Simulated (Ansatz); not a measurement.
Consider the hydrogenolysis of the Si–F bond: `NC(=O)[SiH2]F` + H₂ → `NC(=O)[SiH3]` + H–F.

Calculated with Ansatz (gas phase, PBE0-D4/def2-TZVP geometries, no zero-point term in ΔE). CBS: MP2 limit from def2 TZ/QZ plus the TZ coupled-cluster correction, frozen cores. This one scheme is used for every species. DFT in def2-TZVPP. HSE06 is defined as in plane-wave codes. One conformer a species, not always the lowest.

`NC(=O)[SiH2]F`:

```xyz
9

N     1.476   -0.503   -0.108
C     0.176   -0.725    0.172
O    -0.267   -1.798    0.545
Si   -1.105    0.671   -0.001
F    -0.387    2.021   -0.497
H     2.141   -1.256   -0.011
H     1.795    0.399   -0.413
H    -2.110    0.271   -1.008
H    -1.718    0.919    1.322
```

H₂:

```xyz
2

H    -0.162    0.194   -0.274
H     0.162   -0.194    0.274
```

`NC(=O)[SiH3]`:

Cartesian coordinates in Å:
```
N 1.406 0.582 -0.343
C 0.551 -0.466 -0.274
O 0.863 -1.594 -0.604
Si -1.234 -0.161 0.372
H 2.343 0.428 -0.681
H 1.131 1.507 -0.066
H -2.174 -0.552 -0.705
H -1.430 -1.013 1.568
H -1.455 1.268 0.734
```

H–F:

Z-matrix (Å, degrees):
```
F
H 1 0.920
```

```tsv
level	ΔE (kJ/mol)	difference from CCSD(T)/CBS
LDA (SPW92)	109.2	-5.8
PBE-D4	110.1	-4.9
BLYP-D4	121.4	6.4
r2SCANh-D4	120.8	5.8
ωB97M-V	119.2	4.2
r2SCAN	122.3	7.3
HSE06	107.1	-7.9
BHLYP	119.2	4.2
MP2/def2-SVP	110.8	-4.2
CCSD/def2-TZVPP	112.7	-2.3
CCSD(T)/CBS	115.0	0
```

Largest T1 diagnostic among the species: 0.016.

From r2SCAN to r2SCAN0 (25 % exact exchange), in def2-TZVPP and without D4, ΔE moves by −4.3 kJ/mol. At CCSD(T), def2-SVP lies −11.5 kJ/mol from the extrapolated value and def2-TZVPP −1.5 kJ/mol. Leaving LDA and LC-ωPBE aside and taking each functional with its dispersion term where it has one, the values, not all of them listed here, spread over 14.5 kJ/mol, from HSE06-D4 to r2SCAN-D4.
